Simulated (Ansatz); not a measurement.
`O=COC(F)(F)F`, relaxed with RKS PBE-D4/def2-SVP in the Gaussian-basis code of Ansatz from a rough embedded geometry. The force threshold is 0.03 eV/Å; the program also tests the step.

Total charge 0; spin multiplicity 1.

Start:

```xyz
8

O     0.893    1.544    0.470
C     0.905    0.359    0.887
O     0.199   -0.736    0.471
C    -0.652   -0.336   -0.648
F    -1.314   -1.517   -0.962
F    -1.610    0.519   -0.190
F    -0.001    0.104   -1.684
H     1.580    0.063    1.657
```

(1) By how much does the energy fall, and how many steps does the optimiser take? (Best estimate.)

(2) Which bonds change most? (Best estimate.)

(3) Give the relaxed structure. (Estimate.)

Results:

(1) The calculation gave: 11.23 kcal/mol, in 7 steps.

(2) Computed: O3–C4 from 1.462 to 1.394 Å; O1–C2 from 1.256 to 1.198 Å; C4–F5 from 1.390 to 1.335 Å; C2–H8 from 1.066 to 1.118 Å.

(3) The calculation gave: 
```xyz
8

O     0.931    1.554    0.538
C     0.961    0.415    0.906
O     0.200   -0.627    0.399
C    -0.698   -0.374   -0.637
F    -1.283   -1.539   -0.921
F    -1.635    0.509   -0.271
F    -0.073    0.080   -1.729
H     1.598   -0.018    1.715
```
